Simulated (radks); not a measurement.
Values are calculated unless marked as measured or tabulated.
Si V, 10 electrons, occupied as [Ne] (the NIST ground configuration). Code: a radial shooting solver on a logarithmic mesh with Libxc functionals. Model: Dirac Kohn-Sham, PBE, spin-unpolarised, spherical densities, finite nucleus; Fermi nuclear charge, rms radius 3.1224 fm.

Normalised radial functions P(r) = r R(r) (large component), r in bohr:

r,2s1/2
0.006531,0.1640
0.007978,0.1959
0.009744,0.2331
0.0119,0.2756
0.01454,0.3236
0.01775,0.3765
0.02169,0.4332
0.02649,0.4914
0.03261,0.5498
0.03983,0.5982
0.04865,0.6312
0.05942,0.6390
0.07258,0.6098
0.08864,0.5310
0.1083,0.3914
0.1322,0.1843
0.1615,-0.0876
0.1973,-0.4086
0.241,-0.7470
0.2943,-1.0564
0.3595,-1.2834
0.4391,-1.3820
0.5363,-1.3310
0.655,-1.1447
0.8,-0.8714
0.9771,-0.5785
1.193,-0.3282
1.458,-0.1545
1.78,-0.0579

2s1/2: eigenvalue -192.37 eV, 1 radial node at r = 0.152 bohr, <r> = 0.564 bohr, 90 % of the charge inside 0.888 bohr.
